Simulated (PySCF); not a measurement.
C₂H₈AlOP, SMILES C[O][Al]([CH3])[PH2].

Coordinates come from a PBE-D3(BJ)/def2-SVP optimisation. The structure was generated by enumeration; whether it is a known compound was not checked. Other conformers were not sampled.

Two levels are set side by side: PBE/def2-TZVP (PySCF) and PBE0/def2-TZVP (PySCF). Same geometry, gas phase. Differences are taken from unrounded values.

```csv
quantity,PBE0,PBE,PBE minus PBE0
orbital gap (eV),6.57,4.67,-1.89
highest occupied level (eV),-7.05,-5.91,1.14
lowest empty level (eV),-0.48,-1.24,-0.76
dipole moment (D),0.62,0.60,-0.02
mean polarisability (bohr³),83.1,86.9,3.8
```

PBE's occupied levels lie high since its potential decays too fast outside the molecule; exact exchange lowers them and widens the gap. PBE's more diffuse valence density responds more strongly to a field. Differences between two approximate levels are no errors against the true value.

Rough cost on one machine, each run with all the roots and properties that it gave: PBE0 against PBE within a factor of 2.
